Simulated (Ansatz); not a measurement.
HGa (SMILES [GaH]), singlet, at a GFN2-xTB geometry (such geometries of metal compounds can be far from the true shape); Ansatz (a program for electronic structure) with B3LYP5/6-31G**.

Here is a job for Ansatz.
Ansatz 0.2 input:
```yaml
crystal:
  periodic: [false, false, false]
  atoms:
    - {symbol: Ga, position_ang: [-0.00000000, -0.00000000, -0.05952365]}
    - {symbol: H, position_ang: [0.00000000, 0.00000000, 1.84523317]}
basis:
  gaussian:
    orbitals: 6-31G__.json
hamiltonian:
  xc: b3lyp5
accuracy: high
```
The basis file holds 6-31G** in the JSON format of the Basis Set Exchange.

**Question.** What does Ansatz print? Leave out banner, timings and long lists.

**Answer.** 
```
Functional definition: B3LYP5
614 factors; integrals over basis functions are off by at most 4.4e-9 eV
mean field evaluation 1: about -52383.1013 eV, gradient 1.6e1 eV
mean field evaluation 2: about -52383.1192 eV, gradient 1.9e1 eV
mean field evaluation 4: about -52383.7895 eV, gradient 5.2e-1 eV
mean field evaluation 8: about -52383.7924 eV, gradient 4.8e-4 eV
mean field evaluation 16: about -52383.7924 eV, gradient 2.5e-8 eV
mean field -52383.79235687 eV, -1925.0688621052 hartree, gradient 2.5e-8 eV, S^2 0.000000; 0 other end points of the search recorded, 0 dependent functions left out
reference -52383.79238343 eV, -1925.0688630813 hartree; 16, 16 occupied and 24, 24 virtual orbitals, 614 factors
Total energy: -52383.79238343 eV, -1925.0688630813 hartree
```
